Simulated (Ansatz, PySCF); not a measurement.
Al(PH2)3 (AlH6P3), SMILES [Al]([PH2])([PH2])[PH2].

Geometry: PBE0-D3(BJ)/def2-SVP. Other conformers were not sampled.

Vertical ionisation energy (IE) and electron affinity (EA) in eV. Rows of orbital energies are one-electron estimates. Where ΔSCF, EOM or ADC give a negative EA the extra electron is unbound and the value depends on the basis.

| level | IE | EA |
|---|---|---|
| −ε(HOMO), −ε(LUMO), HF/def2-TZVP (PySCF) | 9.38 | -1.32 |
| −ε(HOMO), −ε(LUMO), PBE/def2-TZVP (PySCF) | 6.05 | 2.20 |
| ΔSCF, CAM-B3LYP/def2-SVPD (Ansatz), final states of multiplicity 2 and 2 | 8.98 | -0.04 |
| ΔSCF, PBE/def2-SVPD (Ansatz), final states of multiplicity 2 and 2 | 8.50 | 0.08 |

### Question
What vertical singlet–triplet gap does ΔSCF give with CAM-B3LYP/def2-SVPD (Ansatz, a first-principles code) and with PBE/def2-SVPD (Ansatz)? (An estimate is asked for; the answer gives what the named calculation found.)

### Answer
4.26 and 3.67 eV (triplet above singlet where positive).
